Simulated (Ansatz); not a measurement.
```json
{"atom": "Li", "x (Å)": "0.0000", "y (Å)": "0.0000", "z (Å)": "-0.4314"}
{"atom": "H", "x (Å)": "0.0000", "y (Å)": "0.0000", "z (Å)": "1.2942"}
```

Basis set: def2-TZVP (spherical functions). All electrons are correlated. Charge 0, multiplicity 1.

Computed with Ansatz (development build ahead of 0.2.0); each method stands on the lowest determinant of its kind that the runs found. Restricted open shells among the atoms or ions are ROHF, correlated in semicanonical orbitals with singles.

(1) Give the atomization energy at this shape (free ground-state atoms in the same class of orbitals less the molecule, no zero-point energy) of singlet LiH by RHF-MP2, RHF.

Answers

(1)

```
 method  atomization energy
RHF-MP2        187.2 kJ/mol
    RHF        134.2 kJ/mol
```
